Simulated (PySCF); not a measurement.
## How methods differ on the excitation energy of In

In [Kr] 4d10 5s2 5p1 (2P) → In [Kr] 4d10 5s1 5p1 5d1 (high-spin determinant), as a difference of total energies. All numbers are calculated (PySCF 2.14, scalar relativity by spin-free X2C-1e, in aug-cc-pwCVTZ-DK3). Correlated levels: valence: [Kr] 4d10 frozen. The calculations carry no spin-orbit coupling.

```tsv
method	excitation energy (eV)
UHF	7.851
MP2 (valence)	8.534
SCS-MP2 (valence)	8.755
CCSD (valence)	8.684
CCSD(T) (valence)	8.676
```

Problem. How much does correlation contribute at CCSD(T) (valence)?

Solution. 8.676 − (7.851) = 0.825 eV, measured against UHF.

The upper state lies above the first ionisation limit, but in LS coupling its spin forbids autoionisation to the ground ion; at this Z spin-orbit coupling breaks that rule.

The promoted electron is Rydberg-like, and one or two diffuse shells describe it only roughly, which tends to raise the upper state.

The coupled-cluster amplitudes are large for the upper state (T1 above 0.03 or a double amplitude above 0.15), so a single reference is strained.

The determinant of the upper state mixes LS terms, which raises its energy above the lowest term, most at the Hartree-Fock and MP2 levels.
